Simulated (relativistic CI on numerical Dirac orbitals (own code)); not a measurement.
**Fe⁵⁺ in a cubic cluster: 1s photoemission with charge transfer**

Computed with a charge-transfer multiplet model of a cubic metal-ligand cluster with up to 2 ligand holes, Slater and spin-orbit integrals from Dirac-Coulomb-Breit ions, Slater integrals scaled by 0.7. The ground state mixes d3 with configurations of k ligand holes L, whose averages lie at kΔ + k(k − 1)U_dd/2; a core hole lowers each added d electron by U_cd. 300 K, Lorentzian 1.1 eV and Gaussian 0.6 eV FWHM.

Atomic integrals in eV (Slater integrals scaled, ζ unscaled), ground: F2dd 9.717, F4dd 6.136, zeta_d 0.071; with the core hole: F2dd 10.795, F4dd 6.836, zeta_d 0.100, G2cd 0.066.

Cluster parameters (eV): Δ = -0.3, U_dd = 5.8, 10Dq = 1.65, 10Dq(ligand) = 0.7, V(eg) = 2.3, V(t2g) = -1.22, final-state hopping factor = 0.9.

| Case | n_d | d3 | d4L | d5L2 | S |
| --- | --- | --- | --- | --- | --- |
| U_cd = 6.1 eV | 3.87 | 0.28 | 0.57 | 0.15 | 1.50 |
| U_cd = 6.7 eV | 3.87 | 0.28 | 0.57 | 0.15 | 1.50 |
| U_cd = 7.3 eV | 3.87 | 0.28 | 0.57 | 0.15 | 1.50 |

Weights, n_d and S are thermal averages at 300 K. Binding energies count from the first peak over 30 % of the highest in each spectrum, which can be another peak from case to case. The parameters are a model scan and need not match a compound or its usual spin state. Peaks in eV (height, largest 100):
- U_cd = 6.1 eV: 0.0 (100), 3.1 (15), 9.4 (6), 10.8 (8)
- U_cd = 6.7 eV: 0.0 (100), 3.1 (18), 9.2 (6), 10.8 (9), 12.1 (7)
- U_cd = 7.3 eV: 0.0 (100), 3.0 (22), 9.0 (6), 10.8 (11), 12.4 (9)

For the case U_cd = 6.7 eV, Δ = -0.3 eV is smaller than U_dd = 5.8 eV, the charge-transfer side of the Zaanen-Sawatzky-Allen scheme (negative Δ: between configuration averages a ligand hole costs less than the nominal valence; multiplet and field energies can change this for the lowest states). With the core hole the configuration with one ligand hole lies at Δ − U_cd = -6.4, -7.0, -7.6 eV from the one without, in the order of the table; where this is negative the screened configuration lies lower.

With at most 2 ligand holes the space is cut while the next configuration still counts, so covalency is underestimated, and a final configuration with one more ligand hole, which can lie low, is missing from the spectra.
